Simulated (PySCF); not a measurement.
C₂H₂N (SMILES [CH2-]C#N), charge -1, singlet, at a GFN2-xTB geometry (in this run its highest filled SCF level lies above zero, so its values depend strongly on the basis, on diffuse functions most of all), atoms displaced at random by about 0.03 Å a coordinate. Base run: TPSS/STO-3G, gradient in PySCF.

The PySCF input:
```python
from pyscf import gto, scf, dft

mol = gto.M(
    atom='''
C    -0.017710   -0.093220   -1.201044
C    -0.038914    0.002697    0.163381
N    -0.032795    0.161668    1.355372
H     0.904637   -0.307665   -1.755351
H    -0.914251   -0.341865   -1.673719
''',
    basis='sto-3g',
    charge=-1,
    spin=0,
    verbose=3,
)

mf = dft.RKS(mol)
mf.xc = 'tpss'
mf.kernel()
g = mf.nuc_grad_method()
grad = g.kernel()
```

The coordinate followed is z of atom 3.

Variants of this job, named by their change:

```tsv
change	dE/dx (Eh/bohr)	net force (Eh/bohr)
base	-0.055396	0.000007
grids.level = 5; grid_response = on	-0.055401	0.000000
finite difference step (bohr) = 0.2; conv_tol = 1e-11	-0.081587	-
density fitting = on; auxbasis_response = off	-0.056932	0.001929
grid_response = on	-0.055395	0.000000
grids.level = 5; grid_response = off	-0.055400	0.000002
grids.level = 0; grid_response = off	-0.090089	0.041100
grids.level = 1; grid_response = off	-0.056731	0.001505
finite difference step (bohr) = 1e-4; conv_tol = 1e-11	-0.055395	-
conv_tol = 1e-11	-0.055396	0.000007
grids.level = 1; grid_response = on	-0.055435	0.000000
conv_tol = 1e-6	-0.055379	0.000007
```

The net force is zero for an exact gradient.
